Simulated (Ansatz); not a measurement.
Species: GeH3Se, charge 0, doublet. GeH3Se (SMILES [GeH3][Se], doublet).
B3LYP-D3(BJ)/def2-TZVP minimum from Ansatz (a program for electronic structure):
```xyz
5

Ge    -1.0819     0.3615     0.0908
Se     1.1544    -0.3863    -0.0998
H     -1.3040     1.6233    -0.7588
H     -2.0600    -0.7451    -0.3356
H     -1.2675     0.6875     1.5832
```
Charge 0, spin multiplicity 2.

Total energies in aug-cc-pVDZ, 13 correlated electrons, 28 frozen orbitals. Open shells are spin-unrestricted; no spin-orbit coupling. Correlated methods leave the cores frozen (noble-gas shells, and filled d and f shells in the p block). No relativity.

```json
[
 {"method": "HF", "program": "Ansatz", "energy (Eh)": "-4476.90261", "minus CCSDT(Q) (mEh)": "247.01"},
 {"method": "MP2", "program": "Ansatz", "energy (Eh)": "-4477.10272", "minus CCSDT(Q) (mEh)": "46.90"},
 {"method": "CCSD", "program": "Ansatz", "energy (Eh)": "-4477.14162", "minus CCSDT(Q) (mEh)": "7.99"},
 {"method": "CCSD(T)", "program": "Ansatz", "energy (Eh)": "-4477.14816", "minus CCSDT(Q) (mEh)": "1.46"},
 {"method": "CCSDT(Q)", "program": "Ansatz", "energy (Eh)": "-4477.14961", "minus CCSDT(Q) (mEh)": "0.00"}
]
```

Rough core times of Ansatz's runs on a shared machine: CCSD(T) 60 s, CCSDT(Q) 10 min.
